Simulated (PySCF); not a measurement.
Match the calculated data to a structure.

All candidates are C6H9N3.

- UV, strongest line: among the 10 lowest singlet transitions: S3 at 6.07 eV (204 nm, f = 0.377) [TDDFT CAM-B3LYP/def2-SVPD]
- NMR, other nuclei: isotropic shieldings of nuclei other than C and H, by class: -98 (2 N), 54 (1 N) ppm [GIAO PBE0/pcSseg-1]
- 1H NMR: chemical shifts (computed TMS as zero) by class: 6.76 (1 H), 5.43 (1 H), 5.00 (1 H), 2.47 (6 H) ppm [GIAO PBE0/pcSseg-1]
- Dipole: 5.27 D [CAM-B3LYP/def2-SVPD]
- Rotational structure: rotational constants A, B, C: 2.286, 1.785, 1.016 GHz [PBE0-D3(BJ)/def2-SVP]
- 13C NMR: chemical shifts (computed TMS as zero) by class: 152.2 (2 C), 134.8 (1 C), 105.1 (1 C), 14.4 (2 C) ppm [GIAO PBE0/pcSseg-1]
- Triplet: lowest triplet excitation (Tamm–Dancoff): 3.95 eV [TDA CAM-B3LYP/def2-SVPD]

Electronic properties: PySCF, gas phase, density fitting. Levels stand in brackets. Geometry: PBE0-D3(BJ)/def2-SVP, one conformer, isolated molecule. NMR classes are plain means over equivalent atoms (diastereotopic ones count apart unless rotation or inversion swaps them), as if these changed places fast.

Question: Which candidate is it?
A. `C=Cn1c(C)nnc1C`
B. `C=CCn1cc(C)nn1`
C. `CCc1ncc(C)nn1`

Answer: A. It is `C=Cn1c(C)nnc1C`. Numbering: `[CH2:1]=[CH:2][n:3]1[c:4]([CH3:5])[n:6][n:7][c:8]1[CH3:9]`. Its formula, C6H9N3, gives 4 degrees of unsaturation: 1 ring and 3 π bonds in the structure found (Kekulé form). 6 carbons fall into 4 classes; from least to most shielded: substituted aromatic carbon [C4/C8] (152.2 ppm, 2 C), vinylic carbon bearing nitrogen [C2] (134.8 ppm), terminal =CH2 carbon [C1] (105.1 ppm), benzylic-type carbon [C5/C9] (14.4 ppm, 2 C, up to 4.2 ppm apart in this geometry). Hydrogen classes from least to most shielded: 1 H on a vinylic carbon bearing nitrogen, C2 (6.76 ppm), 1 H on a terminal =CH2 carbon, C1 (5.43 ppm), 1 H on a terminal =CH2 carbon, C1 (5.00 ppm), 6 H on 2 benzylic-type carbons, C5/C9 (2.47 ppm, a mean of values up to 1.1 ppm apart in this geometry). The other shieldings belong to: -98 ppm, pyridine-type nitrogen [N6/N7]; 54 ppm, pyrrole-type nitrogen [N3]. By its constants the optimised geometry is an asymmetric top.

The others, at the same levels:
- `C=CCn1cc(C)nn1` fails: its computed lowest triplet excitation (Tamm–Dancoff) is 4.38 eV (against 3.95 eV), strongest line among the 10 lowest singlet transitions is S7 at 7.35 eV (169 nm, f = 0.253) (against S3 at 6.07 eV) and rotational constant A is 4.192 GHz (against 2.286 GHz).
- `CCc1ncc(C)nn1` fails: it has 6 carbon classes against 4; its computed 13C shifts are 174.9 (1 C), 161.3 (1 C), 152.3 (1 C), 33.8 (1 C), 21.5 (1 C), 15.1 (1 C) ppm, 1H shifts are 8.36 (1 H), 3.16 (2 H), 2.77 (3 H), 1.45 (3 H) ppm and lowest triplet excitation (Tamm–Dancoff) is 2.50 eV (against 3.95 eV).

Each candidate is one conformer, not necessarily the lowest. The conformers computed, where there is a choice (atom-mapped SMILES and torsion angles):
- `[CH2:1]=[CH:2][n:3]1[c:4]([CH3:5])[n:6][n:7][c:8]1[CH3:9]`: C1–C2–N3–C4 6°
- `[CH2:1]=[CH:2][CH2:3][n:4]1[cH:5][c:6]([CH3:7])[n:8][n:9]1`: C1–C2–C3–N4 -124°, C2–C3–N4–C5 55°
- `[CH3:1][CH2:2][c:3]1[n:4][cH:5][c:6]([CH3:7])[n:8][n:9]1`: C1–C2–C3–N4 57°
